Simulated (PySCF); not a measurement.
C3H9GeNO, singlet, at a GFN2-xTB geometry, atoms displaced at random by about 0.03 Å a coordinate; B3LYP/STO-3G, gradient (PySCF).

Input for PySCF:
```python
from pyscf import gto, scf, dft

mol = gto.M(
    atom='''
Ge    0.441784   -0.728645    0.240798
O     1.562952    0.410990   -0.580239
C     1.844028    1.620591   -1.191955
H     1.588872    2.468235   -0.532376
H     2.826145    1.669682   -1.471680
H     1.224449    1.642855   -2.098967
N    -1.171343   -0.015454    0.334326
C    -1.649900    1.283318   -0.166653
C    -2.266760   -0.686171    0.851939
H    -2.426235    1.229975   -0.927688
H    -2.027025    1.915994    0.610647
H    -0.828822    1.846811   -0.680647
H    -2.616714   -0.138859    1.778206
H    -3.107495   -0.879463    0.195901
H    -1.855342   -1.649723    1.277924
''',
    basis='sto-3g',
    charge=0,
    spin=0,
    verbose=4,
)

mf = dft.RKS(mol)
mf.xc = 'b3lyp'
mf.grids.level = 5
mf.kernel()
g = mf.nuc_grad_method()
g.grid_response = False
grad = g.kernel()
```

It wrote (shortened):

```
PySCF version 2.14.0

[INPUT] verbose = 4
[INPUT] num. atoms = 15
[INPUT] num. electrons = 74
[INPUT] charge = 0
[INPUT] spin (= nelec alpha-beta = 2S) = 0
[INPUT] symmetry False subgroup None
[INPUT] Mole.unit = angstrom
[INPUT] Symbol           X                Y                Z      unit          X                Y                Z       unit  Magmom
[INPUT]  1 Ge     0.441784000000  -0.728645000000   0.240798000000 AA    0.834850766215  -1.376939492034   0.455042271343 Bohr   0.0
[INPUT]  2 O      1.562952000000   0.410990000000  -0.580239000000 AA    2.953551225841   0.776658539935  -1.096492796792 Bohr   0.0
[INPUT]  3 C      1.844028000000   1.620591000000  -1.191955000000 AA    3.484707886029   3.062473149935  -2.252468502806 Bohr   0.0
[INPUT]  4 H      1.588872000000   2.468235000000  -0.532376000000 AA    3.002532926990   4.664288161066  -1.006044835291 Bohr   0.0
[INPUT]  5 H      2.826145000000   1.669682000000  -1.471680000000 AA    5.340640038309   3.155241695116  -2.781072143000 Bohr   0.0
[INPUT]  6 H      1.224449000000   1.642855000000  -2.098967000000 AA    2.313873263498   3.104546012372  -3.966472774500 Bohr   0.0
[INPUT]  7 N     -1.171343000000  -0.015454000000   0.334326000000 AA   -2.213517467926  -0.029203827529   0.631784576321 Bohr   0.0
[INPUT]  8 C     -1.649900000000   1.283318000000  -0.166653000000 AA   -3.117859132920   2.425119550725  -0.314928527837 Bohr   0.0
[INPUT]  9 C     -2.266760000000  -0.686171000000   0.851939000000 AA   -4.283555590119  -1.296675264619   1.609931384836 Bohr   0.0
[INPUT] 10 H     -2.426235000000   1.229975000000  -0.927688000000 AA   -4.584919663834   2.324315890062  -1.753076249046 Bohr   0.0
[INPUT] 11 H     -2.027025000000   1.915994000000   0.610647000000 AA   -3.830522097646   3.620703916310   1.153955588787 Bohr   0.0
[INPUT] 12 H     -0.828822000000   1.846811000000  -0.680647000000 AA   -1.566246586014   3.489966993834  -1.286236417507 Bohr   0.0
[INPUT] 13 H     -2.616714000000  -0.138859000000   1.778206000000 AA   -4.944872806315  -0.262405479931   3.360322333058 Bohr   0.0
[INPUT] 14 H     -3.107495000000  -0.879463000000   0.195901000000 AA   -5.872314483455  -1.661944206688   0.370199237528 Bohr   0.0
[INPUT] 15 H     -1.855342000000  -1.649723000000   1.277924000000 AA   -3.506088247403  -3.117524651396   2.414926368009 Bohr   0.0

nuclear repulsion = 461.816927034509
number of shells = 32
number of NR pGTOs = 156
number of NR cGTOs = 52
basis = sto-3g
ecp = {}

******** <class 'pyscf.dft.rks.RKS'> ********
method = RKS
initial guess = minao
damping factor = 0
level_shift factor = 0
DIIS = <class 'pyscf.scf.diis.CDIIS'>
diis_start_cycle = 1
diis_space = 8
diis_damp = 0
SCF conv_tol = 1e-09
SCF conv_tol_grad = None
SCF max_cycles = 50
direct_scf = True
direct_scf_tol = 1e-13
XC library pyscf.dft.libxc version 7.1.2
    S. Lehtola, C. Steigemann, M. J. T. Oliveira, and M. A. L. Marques,  SoftwareX 7, 1–5 (2018)
XC functionals = b3lyp
    P. J. Stephens, F. J. Devlin, C. F. Chabalowski, and M. J. Frisch,  J. Phys. Chem. 98, 11623 (1994)
radial grids:
    Treutler-Ahlrichs [JCP 102, 346 (1995); DOI:10.1063/1.469408] (M4) radial grids

becke partition: Becke, JCP 88, 2547 (1988); DOI:10.1063/1.454033
pruning grids: <function nwchem_prune>
grids dens level: 5
symmetrized grids: False
atomic radii adjust function: <function treutler_atomic_radii_adjust>
small_rho_cutoff = 0
Set gradient conv threshold to 3.16228e-05
Initial guess from minao.
tot grids = 470624
init E= -2297.79072274067
  HOMO = -0.42411100919346  LUMO = -0.291442790404903  gap/eV = 3.61009
cycle= 1 E= -2299.32535959947  delta_E= -1.53  |g|= 0.68  |ddm|= 4.75
  HOMO = 0.138069375671563  LUMO = 0.22467646205627  gap/eV = 2.35670
cycle= 2 E= -2299.00717372789  delta_E= 0.318  |g|= 1.34  |ddm|= 2.78
  HOMO = 0.0393420464052001  LUMO = 0.154125756683905  gap/eV = 3.12342
cycle= 3 E= -2299.49640459319  delta_E= -0.489  |g|= 0.26  |ddm|= 1.97
  HOMO = -0.0951352999143837  LUMO = 0.090070812194158  gap/eV = 5.03972
cycle= 4 E= -2299.5229836468  delta_E= -0.0266  |g|= 0.082  |ddm|= 0.612
  HOMO = -0.0957256600030002  LUMO = 0.0898440978273665  gap/eV = 5.04961
cycle= 5 E= -2299.52523928479  delta_E= -0.00226  |g|= 0.0149  |ddm|= 0.127
  HOMO = -0.0921395245731405  LUMO = 0.0915746378665753  gap/eV = 4.99912
cycle= 6 E= -2299.52530558129  delta_E= -6.63e-05  |g|= 0.00611  |ddm|= 0.0293
  HOMO = -0.0924091071992845  LUMO = 0.0918294610720526  gap/eV = 5.01339
cycle= 7 E= -2299.52531657873  delta_E= -1.1e-05  |g|= 0.00164  |ddm|= 0.0111
  HOMO = -0.0924349514840739  LUMO = 0.0918798721445069  gap/eV = 5.01546
cycle= 8 E= -2299.52531766346  delta_E= -1.08e-06  |g|= 0.000262  |ddm|= 0.0033
  HOMO = -0.0924505645264331  LUMO = 0.0918517487577271  gap/eV = 5.01512
cycle= 9 E= -2299.52531771845  delta_E= -5.5e-08  |g|= 8.76e-05  |ddm|= 0.000916
  HOMO = -0.0924439201319462  LUMO = 0.0918497440512084  gap/eV = 5.01489
cycle= 10 E= -2299.52531772436  delta_E= -5.9e-09  |g|= 2.76e-05  |ddm|= 0.000313
  HOMO = -0.0924416884910344  LUMO = 0.0918521093870999  gap/eV = 5.01489
cycle= 11 E= -2299.52531772503  delta_E= -6.75e-10  |g|= 3.74e-06  |ddm|= 0.000122
  HOMO = -0.092439266178976  LUMO = 0.0918526149704275  gap/eV = 5.01484
Extra cycle  E= -2299.52531772504  delta_E= -5.46e-12  |g|= 3.78e-06  |ddm|= 1.66e-05
converged SCF energy = -2299.52531772504

******** <class 'pyscf.grad.rks.Gradients'> for <class 'pyscf.dft.rks.RKS'> ********
unit = Eh/Bohr
grid_response = False
--------------- RKS gradients ---------------
         x                y                z
0 Ge    -0.0082710851    -0.0541924458     0.0271313997
1 O     0.0327759921     0.0995470574    -0.0624681091
2 C     0.0965717310    -0.0096520747    -0.0112999732
3 H    -0.0009699713    -0.0145579313     0.0022815947
4 H    -0.0838271795    -0.0067261932     0.0208241043
5 H     0.0031717113    -0.0201481804     0.0158907503
6 N    -0.0967864018    -0.0336788223     0.0575575526
7 C    -0.0394984201    -0.0263641716     0.0372058112
8 C     0.0250804405     0.0608292935    -0.0987561845
9 H     0.0151066924     0.0115367409     0.0078358764
10 H     0.0106531002    -0.0155875502    -0.0257579223
11 H     0.0050614892     0.0069023154    -0.0106303901
12 H     0.0101784810     0.0061729746     0.0139828168
13 H     0.0133460889     0.0019538237     0.0148758874
14 H     0.0174108556    -0.0060250636     0.0113154464
----------------------------------------------
```
